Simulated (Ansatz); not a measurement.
Born–Oppenheimer molecular dynamics of C2H11AlOSi (16 atoms, charge 0, multiplicity 1). It starts at the highest image of a converged band. Of that band: Neighbouring images differ by up to 1.2 eV, so the band resolves the path poorly. A vibrational analysis at the climbing image gives one clearly imaginary mode, 1736i cm⁻¹: a first-order saddle point.

Computed with RHF/def2-SVP (Ansatz).

```
ensemble                      : NVE (velocity Verlet)
time step                     : 0.5 fs
steps asked                   : 200
starting velocities drawn for : 300 K
seed                          : 9272
```

First frame:

```xyz
16
Properties=species:S:1:pos:R:3
Al 0.226 -0.361 -0.667
H 1.899 0.253 -0.624
C 0.153 -2.277 -0.227
C -0.805 0.466 -2.124
H 1.421 0.675 0.237
O 0.401 0.742 0.845
Si -0.055 1.492 2.258
H 0.827 -2.543 0.592
H -0.857 -2.581 0.070
H 0.425 -2.897 -1.088
H -1.884 0.365 -1.959
H -0.591 1.534 -2.232
H -0.590 -0.009 -3.087
H 0.380 0.690 3.420
H 0.576 2.827 2.320
H -1.526 1.625 2.267
```

Task: How far do the bonds stretch over the last three quarters of this one trajectory? (Pairs bonded in most of those frames.)

Result: 
```json
{"bond": "Al1–H2", "mean (Å)": "1.610", "spread (Å)": "0.060", "shortest": "1.51", "longest": "1.70"}
{"bond": "Al1–C3", "mean (Å)": "1.982", "spread (Å)": "0.019", "shortest": "1.95", "longest": "2.01"}
{"bond": "Al1–C4", "mean (Å)": "1.990", "spread (Å)": "0.022", "shortest": "1.95", "longest": "2.02"}
{"bond": "C3–H8", "mean (Å)": "1.098", "spread (Å)": "0.028", "shortest": "1.05", "longest": "1.14"}
{"bond": "C3–H9", "mean (Å)": "1.100", "spread (Å)": "0.033", "shortest": "1.05", "longest": "1.15"}
{"bond": "C3–H10", "mean (Å)": "1.102", "spread (Å)": "0.034", "shortest": "1.05", "longest": "1.15"}
{"bond": "C4–H11", "mean (Å)": "1.096", "spread (Å)": "0.004", "shortest": "1.09", "longest": "1.10"}
{"bond": "C4–H12", "mean (Å)": "1.097", "spread (Å)": "0.013", "shortest": "1.07", "longest": "1.12"}
{"bond": "C4–H13", "mean (Å)": "1.097", "spread (Å)": "0.015", "shortest": "1.07", "longest": "1.12"}
{"bond": "H5–O6", "mean (Å)": "0.954", "spread (Å)": "0.027", "shortest": "0.91", "longest": "1.00"}
{"bond": "O6–Si7", "mean (Å)": "1.700", "spread (Å)": "0.039", "shortest": "1.63", "longest": "1.75"}
{"bond": "Si7–H14", "mean (Å)": "1.479", "spread (Å)": "0.011", "shortest": "1.46", "longest": "1.50"}
{"bond": "Si7–H15", "mean (Å)": "1.482", "spread (Å)": "0.018", "shortest": "1.45", "longest": "1.52"}
{"bond": "Si7–H16", "mean (Å)": "1.474", "spread (Å)": "0.016", "shortest": "1.45", "longest": "1.50"}
```

Mean temperature of the second half: 341 K. The conserved energy stayed within 0.21 meV per atom of its start (net change 0.017 meV per atom), so the integration is sound. A run of 0.1 ps of so small a system gives no equilibrium averages. The orbitals stay closed-shell, which can raise the energy where a bond breaks towards radicals; this wasn't checked here.

Time of the run: 7.1 min on 2 threads of Arm Neoverse V1 (shared host), peak memory 0.3 GiB.
